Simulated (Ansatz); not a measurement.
Reaction (cleavage of the Si–Sn bond): `Cl[Si](Cl)(Cl)[SnH2][Si](Cl)(Cl)Cl` + `CC(C)N` → `CC(C)N[Si](Cl)(Cl)Cl` + `Cl[Si](Cl)(Cl)[SnH3]`

Gas-phase electronic energies from Ansatz, PBE0-D4/def2-TZVP geometries. CCSD(T)/CBS is the MP2 limit (def2-TZVPP, def2-QZVPP) plus CCSD(T) − MP2 in def2-TZVPP, frozen cores. Functionals use def2-TZVPP. Elements past krypton have def2 core potentials. For Sn outer-core shells are correlated without core-valence functions, which leaves a few kJ/mol of doubt a bond. One conformer a species, not always the lowest.

```json
{"level": "B97M-V", "ΔE (kJ/mol)": "-55.9"}
{"level": "ωB97M-V", "ΔE (kJ/mol)": "-51.0"}
{"level": "r2SCANh", "ΔE (kJ/mol)": "-48.0"}
{"level": "CAM-B3LYP", "ΔE (kJ/mol)": "-57.2"}
{"level": "MP2/def2-TZVPP", "ΔE (kJ/mol)": "-48.7"}
{"level": "SCS-MP2/def2-TZVPP", "ΔE (kJ/mol)": "-52.2"}
{"level": "CCSD(T)/def2-TZVPP", "ΔE (kJ/mol)": "-50.9"}
{"level": "HF/def2-QZVPP", "ΔE (kJ/mol)": "-68.4"}
```

(1) What does CCSD(T)/CBS give? (An estimate is asked.)

Largest T1 diagnostic among the species: 0.012.

Results:

(1) Ansatz gave: -42.6 kJ/mol. The listed levels differ from it by -13.3, -8.4, -5.4, -14.6, -6.1, -9.6, -8.3, -25.8 kJ/mol.

In def2-TZVPP, CCSD(T) changes the Hartree–Fock value by +16.3 kJ/mol (the triples alone add +3.0 kJ/mol) and MP2 by +18.5 kJ/mol. At CCSD(T), def2-SVP lies −11.1 kJ/mol from the extrapolated value and def2-TZVPP −8.3 kJ/mol. From r2SCAN to r2SCAN0 (25 % exact exchange), in def2-TZVPP and without D4, ΔE moves by −3.2 kJ/mol.

CCSD(T)/CBS has its own doubt, a few kJ/mol and more with outer-core shells, so smaller differences from it don't rank the levels.
